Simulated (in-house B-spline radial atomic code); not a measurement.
The numbers below are computed, except where a source is named.
## C6 from the polarisability at imaginary frequency: Sr

BSE on G0W0@HF linear response of the closed shell [Kr] 5s2, from a B-spline radial code for spherical atoms; scalar-relativistic (spin-free one-electron X2C), finite nucleus, no spin-orbit coupling; shells from n = 3 respond.

The dispersion coefficient of two like species is C6 = (3/π) ∫ α(iu)² du from 0 to ∞.

| u (hartree) | α(iu) (bohr³) |
| --- | --- |
| 0 | 169.5 |
| 0.03 | 160.8 |
| 0.07 | 131.3 |
| 0.12 | 92.37 |
| 0.2 | 52.91 |
| 0.3 | 30.43 |
| 0.45 | 17.06 |
| 0.7 | 9.35 |
| 1 | 5.86 |
| 1.5 | 3.376 |
| 2.5 | 1.57 |
| 5 | 0.5178 |

Question: Fit one oscillator, α(iu) = α(0)/(1 + u²/ω²), through u = 0.3 and estimate C6.

Answer: From α(0)/α(iu) − 1 = 169.5/30.43 − 1 = 4.5702, ω = u/√4.5702 = 0.1403 hartree (3.8 eV). London's formula gives C6 = (3/4) α(0)² ω = 0.75 × 169.5² × 0.1403 = 3024 hartree·bohr⁶, and the oscillator holds f = α(0) ω² = 3.34 electrons, of a sum of oscillator strengths of 33.2.

Question: How does that compare with the full integral?

Answer: The program's quadrature over all excitations gives C6 = 2911, so the single oscillator is off by +3.9 %. At the last point the fit gives α = 0.133 against 0.518: higher excitations, and deeper shells where there are any, keep the true curve higher at large u.
